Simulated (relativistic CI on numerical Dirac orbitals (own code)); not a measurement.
# Dy4+: q coefficients and field-shift factors

Method of calculation: Dirac-Coulomb-Breit CI, KLI orbitals optimised for each configuration, valence Slater integrals scaled by 0.85, P86 correlation energy added to each configuration, derivatives by finite differences, QED left out (own radial code, finite nucleus).

Configurations in the expansion (outside the closed core [Kr] 4d10 5p6): 4f⁸5s², 4f¹⁰, 4f⁹5s. The list is cut by size and lacks configurations that can hold low levels.

With x = (α/α₀)² − 1 an excitation energy changes as ω = ω₀ + qx; K = 2q/ω₀ is the relative enhancement. Terms are leading LS components, so labels can repeat. The field-shift factor is F = δν/δ⟨r²⟩ for the transition from the lowest level.

Lowest level 4f⁸5s² ⁷F6.

```tsv
Level	ω₀ (cm⁻¹)	q (cm⁻¹)	K	F (GHz/fm²)
4f⁸5s² ⁷F5	2497.7	2643	2.12	0.117
4f⁸5s² ⁷F4	3938.3	3335	1.69	0.168
4f⁸5s² ⁷F3	5111.5	4388	1.72	0.22
4f⁸5s² ⁷F2	5926.0	4996	1.69	0.253
4f⁸5s² ⁷F1	6473.5	5491	1.7	0.278
4f⁸5s² ⁷F0	6739.4	5709	1.69	0.289
4f⁸5s² ⁵D4	20676.0	-2086	-0.202	0.426
4f⁸5s² ⁵L10	26563.4	-880.4	-0.0663	0.565
4f⁸5s² ⁵G6	27263.0	-3405	-0.25	0.532
4f⁸5s² ⁵D3	27691.6	4749	0.343	0.737
4f⁸5s² ⁵L9	28424.5	1169	0.0822	0.655
4f⁸5s² ⁵G5	28994.8	-349.8	-0.0241	0.64
4f⁸5s² ⁵L8	29372.0	1532	0.104	0.687
4f⁸5s² ⁵G4	29488.4	-602	-0.0408	0.646
4f⁸5s² ⁵D2	29658.6	2319	0.156	0.728
4f⁸5s² ⁵L7	29668.0	594	0.04	0.674
4f⁸5s² ⁵L6	29877.4	805.9	0.0539	0.688
4f⁸5s² ⁵G3	30360.0	947.2	0.0624	0.703
4f⁸5s² ⁵G2	31065.3	1848	0.119	0.741
4f⁸5s² ⁵H7	32686.7	-100.7	-0.00616	0.714
4f⁸5s² ⁵D1	32814.5	7222	0.44	0.909
4f⁸5s² ⁵D0	33342.7	5768	0.346	0.89
4f⁸5s² ⁵H6	34671.8	1388	0.08	0.794
```

At this charge configurations can still be misplaced by up to about 7 % of their energy. Levels and lines within the n = 5 or 6 shells can be off by up to 10 % or somewhat more, and those that change n by about 2 %, since core polarisation is missing.
